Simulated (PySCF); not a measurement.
I3Sb, SMILES [Sb-]([I])([I])[I], charge -1, multiplicity 2.

Coordinates come from a PBE0-D3(BJ)/def2-SVPD optimisation. The def2 effective core potentials stand for the cores of I, Sb; spin–orbit coupling is left out.

Method: PBE0-D3(BJ)/def2-SVPD (PySCF 2.14.0).

Frequencies are harmonic and unscaled.

Computed vibrational spectrum:
| mode | ν (cm⁻¹) | IR (km/mol) | moving atoms (share of kinetic energy) |
|---|---|---|---|
| 1 | 19 | 1.3 | Sb 72 %, I 28 % |
| 2 | 27 | 0.2 | I 80 %, Sb 20 % |
| 3 | 47 | 1.8 | I 96 % |
| 4 | 105 | 2.3 | I 98 % |
| 5 | 136 | 136.3 | Sb 71 %, I 29 % |
| 6 | 182 | 19.7 | Sb 54 %, I 46 % |
